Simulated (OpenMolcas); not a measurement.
## Ta+: effect of the basis set

- Program: OpenMolcas 26.06
- Method: CASSCF
- Active space: 4 electrons in 6 orbitals (5d 6s)
- State averaging: 2S+1 = 5 even, 15 roots; 2S+1 = 3 even, 95 roots kept (CI in the orbitals of an earlier block); 2S+1 = 1 even, 77 roots kept (CI in the orbitals of an earlier block)
- Spin-orbit coupling: state interaction with AMFI integrals over the reference wave functions, term energies averaged over their components

A. ANO-R1 [7s5p4d2f], X2C, finite nucleus; cost about 70 core-seconds
B. ANO-R2 [8s6p5d3f1g], X2C, finite nucleus; cost roughly 100 core-seconds
C. ANO-RCC-VTZP [8s7p5d3f2g1h], DKH2, point nucleus; cost of the order of 70 core-seconds
D. ANO-R3 [9s7p6d4f3g2h], X2C, finite nucleus; cost of the order of 80 core-seconds
E. ANO-RCC-VQZP [9s8p6d4f3g2h], DKH2, point nucleus; cost of the order of 90 core-seconds

Energies in cm⁻¹ above 5d³ 6s ⁵F₁, the measured ground level; measured values from NIST Handbook of Basic Atomic Spectroscopic Data.

| Level | A | B | C | D | E | Measured |
| --- | --- | --- | --- | --- | --- | --- |
| 5d³ 6s ⁵F₁ | 0.0 | 0.0 | 0.0 | 0.0 | 0.0 | 0.0 |
| 5d³ 6s ⁵F₂ | 1112 | 1101 | 1087 | 1099 | 1113 | 1031 |
| 5d³ 6s ⁵F₃ | 2728 | 2701 | 2666 | 2696 | 2731 | 2642 |
| 5d³ 6s ⁵F₄ | 4603 | 4560 | 4504 | 4553 | 4609 | 4416 |
| 5d³ 6s ³P₀(1) | 6167 | 6220 | 6309 | 6264 | 6329 |  |
| 5d³ 6s ⁵F₅ | 6565 | 6511 | 6435 | 6501 | 6575 | 6187 |
| 5d³ 6s ³P₁(1) | 7492 | 7525 | 7584 | 7560 | 7635 |  |
| 5d³ 6s ³P₂(1) [60 %] | 8249 | 8288 | 8332 | 8316 | 8377 |  |
| 5d² 6s² ³F₂ | 10518 | 10576 | 10608 | 10611 | 10687 | 3180 |
| 5d² 6s² ³F₃ | 12660 | 12695 | 12696 | 12723 | 12814 | 6831 |
| 5d³ 6s ⁵P₁ | 12667 | 12669 | 12614 | 12672 | 12729 |  |
| 5d⁴ ⁵D₀ | 14378 | 14404 | 14346 | 14418 | 14476 |  |
| 5d² 6s² ³F₄ [59 %] | 14392 | 14417 | 14393 | 14438 | 14528 | 9746 |
| 5d³ 6s ⁵P₃ | 14462 | 14443 | 14358 | 14439 | 14512 |  |
| 5d⁴ ⁵D₁ | 14992 | 15006 | 14939 | 15018 | 15087 |  |
| 5d³ 6s ³G₃ [75 %] | 15687 | 15710 | 15637 | 15709 | 15765 |  |
| 5d³ 6s ³G₄ [52 %] | 16612 | 16629 | 16555 | 16632 | 16705 |  |
| 5d⁴ ⁵D₃ | 17078 | 17083 | 16991 | 17093 | 17179 |  |
| 5d³ 6s ³G₅ [65 %] | 17529 | 17538 | 17441 | 17531 | 17594 |  |
| 5d³ 6s ¹G₄(1) [62 %] | 17820 | 17859 | 17796 | 17861 | 17917 |  |
| 5d³ 6s ³F₃(1) [72 %] | 18949 | 18958 | 18815 | 18934 | 18967 | 14581 |
| 5d⁴ ⁵D₄ [69 %] | 19032 | 19027 | 18921 | 19035 | 19147 |  |
| 5d³ 6s ³D₁(1) [67 %] | 19418 | 19457 | 19380 | 19457 | 19509 |  |
| 5d³ 6s ³P₀(2) | 21376 | 21409 | 21326 | 21412 | 21483 |  |

Deviations, from unrounded energies. A percentage is the sum of absolute deviations over the sum of measured energies, with the sign that they share, or ± where signs differ.

```
                        Against measurement  Levels      A      B      C      D      E
             mean absolute deviation (cm-1)       8   2900   2900   2800   2900   2900
      fine structure of the ground term (%)       4   +5.1   +4.2   +2.9   +4.0   +5.3
other terms of the ground configuration (%)       1  +30.0  +30.0  +29.0  +29.9  +30.1
                   other configurations (%)       3  +90.2  +90.8  +90.8  +91.2  +92.5
```

A, B, C, D, E lie about equally close to measurement. The largest miss of C in the table is 5d² 6s² ³F₂, by +7400 cm-1. The ranking rests on the paired levels alone, and a cruder setting can come out closer through cancelling errors.

Among A to E the level of the table that moves most is 5d⁴ ⁵D₄ [69 %], by 230 cm-1 (lowest in C, highest in E).

Without dynamic correlation excited terms often stand tens of per cent too high (terms of higher spin than the ground term too low), and those without a measured partner can miss by more than the paired ones. Terms from blocks run as CI alone lack orbitals of their own. Configurations are named by rounded mean occupations; where the s occupation lies near a half they are strongly mixed, a name can repeat and a true partner stay unpaired. A single d shell beside an s shell can misplace configurations of different d count against each other. Measured partners are found by configuration, term and J. A level has none where our copy of the source lacks it or the pairing is in doubt (some pairs that miss far off the trend of their configuration count as doubtful), and it then counts in no deviation. Only configurations of the active space appear. The table leaves out levels that lie high or whose names do not pair safely across all columns.

A share in square brackets marks a mixed level and gives the weight of the term that names it, the lowest over the columns. A number in round brackets counts repeated terms of one configuration in the order of the reference energies.
